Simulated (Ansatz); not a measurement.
TiAl₆⁺, relaxed as a doublet with UKS r2SCAN-D4/def2-SVP in Ansatz, starting from the GFN1-xTB geometry. Force threshold 0.02 eV/Å.

The charge 1 doublet is spin-contaminated (final ⟨S²⟩ up to 1.47, 0.75 for a pure state). The structure comes from a short search, and lower isomers may exist.

Start:

```csv
atom,x (Å),y (Å),z (Å)
Ti1,0.0296,-0.1325,0.1734
Al2,-0.0965,0.3279,-0.4965
Al3,-1.1224,-1.1226,0.0130
Al4,0.7922,-1.2182,0.2883
Al5,1.2565,0.6018,0.7432
Al6,-0.3803,1.4723,-2.1007
Al7,-0.4789,0.0714,1.3793
```

(1) Estimate the energy that the relaxation releases and the steps that it takes.

(2) Does the start keep its bonding and symmetry?

(3) Predict the relaxed structure.

Results:

(1) 225.26 eV, in 42 steps; 7.2 min on 4 threads of Arm Neoverse V2 on a shared host. No frequencies were taken in this run, so the end may be a saddle point.

(2) Bonds lost: Ti1–Al5, Ti1–Al6, Al2–Al7, Al3–Al4 (atoms count from 1). Bonds formed: Al3–Al6, Al5–Al6, Al6–Al7 (atoms count from 1). Point group Cs at the start, C2v at the end, both within 0.05 Å.

(3) 
```xyz
7

Ti   -0.3021   -1.8990    0.9692
Al    0.1644   -0.8160   -1.3828
Al   -2.1623   -0.3987   -0.0553
Al    1.9855   -0.7119    0.6215
Al    1.4745    1.4781   -0.5998
Al   -0.9745    1.6628   -1.0026
Al   -0.1854    0.6848    1.4496
```
Bond lengths (bridged metal pairs left out): 11 × Al–Al 2.49 to 2.76 Å; 4 × Al–Ti 2.60 to 2.63 Å.
